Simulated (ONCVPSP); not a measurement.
## germanium (Ge), ONCV: configuration errors across variants

```json
{
  "Element": "germanium",
  "Generator": "ONCVPSP 4.0.1",
  "Type": "optimised norm-conserving Vanderbilt (ONCV)",
  "Functional": "PBEsol",
  "Relativity": "fully relativistic",
  "Frozen core": "[Ar] 3d10",
  "Valence charge": "4",
  "Reference configuration": "4s1 4p3",
  "Partial waves": "4s: rc 1.80 bohr, ncon 3, nbas 7, qcut 3.4 1/bohr, 2 projectors, debl 1.4 Ha; 4p: rc 1.50 bohr, ncon 4, nbas 7, qcut 5.8 1/bohr, 2 projectors, debl 1 Ha",
  "Local potential": "polynomial inside 1.40 bohr (lpopt 5, dvloc0 0 Ha)",
  "Core correction": "Teter function fitted to the true core (icmod 2), fcfact 0.4"
}
```

Open shells are filled in proportion to 2j + 1.

All-electron excitation energies from the reference (eV): (1) 4s2 4p2 -7.978; (2) 4s2 4p1 -0.522; (3) 4s2 4p0 14.930; (4) 4s1 4p2 8.204.

A true bound ghost makes a file unfit for plane-wave use even where its test errors are small: the radial tests pick states by their node count and pass the ghost by.

Errors AE − PS in meV (a dash: test not solved or not reliable):

```csv
change,(1),(2),(3),(4),bound ghosts,GHOST(+) flags above zero
base,-20,-7.6,+6.4,-2.4,"p3/2, p1/2",s
p: qcut 3.6,-20,-8.0,+6.1,-2.3,"p3/2, p1/2","s, p3/2, p1/2"
p: qcut 4.5,-20,-8.1,+5.9,-2.4,"p3/2, p1/2",s
p: qcut 5.4,-20,-7.9,+6.1,-2.4,"p3/2, p1/2",s
p: qcut 6.2,-20,-7.4,+6.7,-2.4,"p3/2, p1/2",s
p: qcut 6.8,-19,-6.9,+7.3,-2.4,"p3/2, p1/2",s
p: qcut 7.6,-19,-6.1,+8.3,-2.4,"p3/2, p1/2",s
```

Problem. Give the same row for: p: qcut 8.6.

Solution. -18, -5.2, +9.6, -2.5; bound ghosts: p3/2, p1/2; GHOST(+) flags above zero: s.
